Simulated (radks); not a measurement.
Values are calculated unless marked as measured or tabulated.
Sr II, configuration [Kr] 5s1. Level of theory: scalar-relativistic Kohn-Sham, PBE, spin-unpolarised, spherical densities, finite nucleus; Fermi nuclear charge, rms radius 4.224 fm; hard spherical wall at 6 bohr (a radial shooting solver on a logarithmic mesh with Libxc functionals).

Unscreened Slater integrals over Kohn-Sham orbitals (hartree). Empty in this configuration: 4d.

integral,value
"F0(5s,5s)",0.27217
"F0(5s,4p)",0.32907
"G1(5s,4p)",0.031143
"F0(5s,4s)",0.33508
"G0(5s,4s)",0.018665
"F0(5s,3d)",0.36076
"G2(5s,3d)",0.0097327
"F0(5s,4d)",0.30030
"G2(5s,4d)",0.10043
"F0(4p,4p)",0.57644
"F2(4p,4p)",0.30202
"F0(4p,4s)",0.61501
"G1(4p,4s)",0.41227
"F0(4p,3d)",0.75115
"F2(4p,3d)",0.16129
"G1(4p,3d)",0.052204
"G3(4p,3d)",0.049289
"F0(4p,4d)",0.43119
"F2(4p,4d)",0.19247
"G1(4p,4d)",0.22519
"G3(4p,4d)",0.13486
"F0(4s,4s)",0.66343
"F0(4s,3d)",0.84693
"G2(4s,3d)",0.069733
"F0(4s,4d)",0.44570
"G2(4s,4d)",0.14435
"F0(3d,3d)",1.8345
"F2(3d,3d)",0.89067
"F4(3d,3d)",0.56301
"F0(3d,4d)",0.49078
"F2(3d,4d)",0.063718
"F4(3d,4d)",0.024760
"G0(3d,4d)",0.019808
"G2(3d,4d)",0.021068
"G4(3d,4d)",0.015536
"F0(4d,4d)",0.36160
"F2(4d,4d)",0.18174
"F4(4d,4d)",0.11742
